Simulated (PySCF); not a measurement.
NMR data simulated for an unnamed compound:

1H NMR (500 MHz, computed): δ 5.72 (m, 1H), 5.45 (m, 1H), 5.27 (m, 1H), 5.17 (s, 3H), 4.98 (m, 1H), 4.86 (s, 3H), 0.38 (d, 3H).

13C{1H} NMR (computed): δ -7.4 (CH3).

- structure optimised with GFN2-xTB
- GIAO PBE0/pcSseg-1 shieldings
- program: PySCF
- relativity neglected, fast rotation and ring inversion assumed for equivalent nuclei, a single conformation, no solvent model

References, each an isolated molecule treated in the same way: 1H (σref 31.72) and 13C (σref 186.93) vs TMS.

Question: Which of these does the molecule contain: a tert-butyl group, a Si–H bond, a Si–CH3 group, a carboxylic acid, a ketone?

Answer: 
- A tert-butyl group: no.
- A Si–H bond: yes (δH 4.98 (m)).
- A Si–CH3 group: yes (δC -7.4; δH 0.38 (d)).
- A carboxylic acid: no.
- A ketone: no.

The data belong to SMILES C[Si@@H]1[SiH2]N([SiH3])[Si@H]1O[SiH3], CH₁₃NOSi₅; they needn't prove each group on their own.

Carbon signals by region: 1 below 50 ppm.

Shifts are as computed. Against solution values, carbons near 30 ppm lie about +3 ppm off and those near 130 ppm about +5 ppm. Of 1309 compounds with measured shifts, 239 miss one by over three times the rms of a fit or turn the order of signals round; such compounds aren't used in these exercises. Multiplicities follow the n + 1 count of equivalent neighbours, as no J values were calculated; m marks all less simple cases, F and P coupling included.
